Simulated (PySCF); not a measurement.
An unknown is described by computed data only.

Elements present: Al, C, H and Si. Monoisotopic mass: 116.0602 u.

| Property | Result |
| --- | --- |
| 1H NMR | chemical shifts (computed TMS as zero) by class: 3.09 (3 H), 1.24 (6 H), 0.30 (4 H) ppm [GIAO B3LYP/pcSseg-1 (pcSseg-2 on Al)] |
| Rotational structure | rotational constants A, B, C: 2.230, 1.343, 0.864 GHz [PBE0-D3(BJ)/def2-SVP] |
| Dipole | 1.49 D [CAM-B3LYP/def2-SVPD] |
| XPS | Si2p3/2 105.8, C1s 289.5 (×2), C1s 290.4 (×2), Al1s 1566.0, Si1s 1845.5 eV [ΔSCF SCAN, pcX-2 on the ionised atom, pcseg-1 elsewhere, spin-free X2C, 2p3/2 from a spin–orbit splitting computed afterwards within the 2p shell] |
| Polarisability | 109.4 au [CAM-B3LYP/def2-SVPD] |
| 13C NMR | chemical shifts (computed TMS as zero) by class: 11.9 (2 C), 11.5 (2 C) ppm [GIAO B3LYP/pcSseg-1 (pcSseg-2 on Al)] |

Gas-phase values; electronic properties from PySCF, density fitting. Levels stand in brackets. Geometry: PBE0-D3(BJ)/def2-SVP, one conformer, isolated molecule. NMR classes are plain means over equivalent atoms (diastereotopic ones count apart unless rotation or inversion swaps them), as if these changed places fast.

Q: Which formula fits the mass and the elements?

A: C4H13AlSi (calculated 116.0602). No other formula that holds each of these elements comes within 0.0003 u with a fitting electron parity and a possible valence count.

Q: Propose a structure and show how it fits.

A: 4 carbons fall into 2 classes; from least to most shielded: carbon bonded to C and 3 H (11.9 ppm, 2 C), carbon bonded to Al, C and 2 H (11.5 ppm, 2 C). Hydrogen classes from least to most shielded: 3 H on a silicon bonded to Al and 3 H (3.09 ppm), 6 H on 2 like atoms (carbon bonded to C and 3 H) (1.24 ppm), 4 H on 2 like atoms (carbon bonded to Al, C and 2 H) (0.30 ppm). The core levels belong to: Si2p3/2 105.8 eV, silicon bonded to Al and 3 H; C1s 289.5 eV, carbon bonded to Al, C and 2 H; C1s 290.4 eV, carbon bonded to C and 3 H; Al1s 1566.0 eV, aluminium bonded to 2 C and Si; Si1s 1845.5 eV, silicon bonded to Al and 3 H. One atom of each topological class was ionised and stands for its class. By its constants the optimised geometry is an asymmetric top. Structure: AlEt2(SiH3), `C[CH2][Al]([SiH3])[CH2]C`. The assignments are read from this structure; whether some other isomer fits the data as well wasn't checked.
